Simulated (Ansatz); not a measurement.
Relaxation of CH7ClGaN (11 atoms, charge 0, multiplicity 1), to a largest force component of 0.03 eV/Å in at most 50 steps.

All numbers below come from RKS PBE0-D4/def2-SVP (Ansatz).

```xyz
11
Properties=species:S:1:pos:R:3
Ga -0.969 2.257 -0.085
N 0.447 -0.551 0.548
C 0.238 -1.753 -0.228
H -1.915 1.721 -1.200
H -1.257 2.842 1.327
H 1.226 0.008 0.201
Cl 1.147 2.467 -0.738
H 0.608 -0.747 1.533
H 0.038 -1.489 -1.276
H -0.651 -2.292 0.139
H 1.088 -2.463 -0.222
```

Question: Where does it end, and by what steps?

Answer: It converged. After 10 steps the energy has fallen by 0.924 eV; Ga1 moved furthest, 0.79 Å. Joined: Ga1–N2.

```tsv
step	energy less start (eV)	largest force component (eV/Å)	accepted
0	0.0000	0.772	yes
1	-0.1967	0.486	yes
2	-0.4533	0.694	yes
3	-0.7127	0.680	yes
4	-0.8250	0.518	yes
5	-0.8871	0.312	yes
6	-0.9111	0.155	yes
7	-0.9120	0.216	yes
8	-0.9222	0.101	yes
9	-0.9238	0.045	yes
10	-0.9240	0.028	yes
```

```xyz
11
Properties=species:S:1:pos:R:3
Ga -0.667 1.529 -0.006
N 0.436 -0.215 0.477
C 0.087 -1.433 -0.254
H -1.682 0.994 -1.078
H -1.040 2.109 1.406
H 1.380 0.101 0.240
Cl 1.113 2.510 -0.903
H 0.425 -0.371 1.486
H 0.127 -1.225 -1.332
H -0.942 -1.728 -0.010
H 0.764 -2.271 -0.026
```

The run took 30 s on 2 threads of Intel(R) Xeon(R) Platinum 8488C (Sapphire Rapids) (shared host), peak memory 0.29 GiB.
